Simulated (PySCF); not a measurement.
The vertical singlet excitations below were computed for one of the candidates. Method used: PySCF 2.14.0, density-fitted response routines, TDDFT B3LYP/def2-SVPD, vertical, gas phase, core orbitals frozen in the response. Geometries: GFN2-xTB, one conformer each.

```csv
state,E (eV),f,"main configurations (H = HOMO, L = LUMO)"
S1,5.80,0.055,"H→L (58%), H→L+2 (34%)"
S2,6.00,0.131,H→L+1 (86%)
S3,6.09,0.080,"H→L+2 (57%), H→L (25%)"
S4,6.35,0.045,"H→L+3 (72%), H→L+4 (16%)"
S5,6.54,0.030,H-1→L (85%)
S6,6.73,0.136,"H→L+4 (70%), H→L+3 (17%)"
S7,6.84,0.012,"H-1→L+1 (68%), H-1→L+2 (20%)"
S8,6.89,0.067,"H-1→L+2 (67%), H-1→L+1 (21%)"
```

Orbital energies (eV): HOMO-3 -8.92, HOMO-2 -8.51, HOMO-1 -7.94, HOMO -7.08, LUMO -0.52, LUMO+1 -0.26, LUMO+2 -0.23.

Question: Which candidate is it? All have the formula CH11O2PSi3.
A. `C[Si@@]([SiH3])(P)O[SiH2]O`
B. `CO[Si@H](O[SiH3])[SiH2]P`
C. `C[SiH2]O[Si@@H](P)O[SiH3]`
D. `CO[Si@@H]([SiH2]O)[SiH2]P`

Answer: A. Its S1 lies at 5.80 eV; the nearest of the others has S1 at 5.50 eV. S1 is HOMO→LUMO (58%), HOMO→LUMO+2 (34%). Löwdin shares by element: HOMO phosphorus 46%, silicon 30% or more, oxygen 6% or more (atoms not listed hold the other 18%); LUMO silicon 46% or more, phosphorus 22%, hydrogen 9% or more (atoms not listed hold the other 24%). At the same level the other candidates give, for their lowest levels:
- `CO[Si@@H]([SiH2]O)[SiH2]P`: 5.00 eV (f 0.027); 5.16 eV (f 0.022); 5.48 eV (f 0.010); 5.81 eV (f 0.024); 5.86 eV (f 0.003); T1 4.48 eV; HOMO -7.34, LUMO -1.45 eV
- `CO[Si@H](O[SiH3])[SiH2]P`: 5.50 eV (f 0.032); 5.99 eV (f 0.007); 6.19 eV (f 0.135); 6.45 eV (f 0.030); 6.46 eV (f 0.006); T1 5.08 eV; HOMO -7.17, LUMO -0.79 eV
- `C[SiH2]O[Si@@H](P)O[SiH3]`: 6.13 eV (f 0.008); 6.37 eV (f 0.011); 6.79 eV (f 0.032); 6.92 eV (f 0.028); 7.04 eV (f 0.217); T1 5.56 eV; HOMO -7.21, LUMO -0.30 eV

The values belong to the conformer `[CH3:1][Si@@:2]([SiH3:3])([PH2:4])[O:5][SiH2:6][OH:7]`: C1–Si2–O5–Si6 -156°, Si2–O5–Si6–O7 23°, H–P4–Si2–C1 -162°, H–P4–Si2–C1 -70°, H–O7–Si6–O5 51°.
Triplets come from the Tamm–Dancoff approximation.
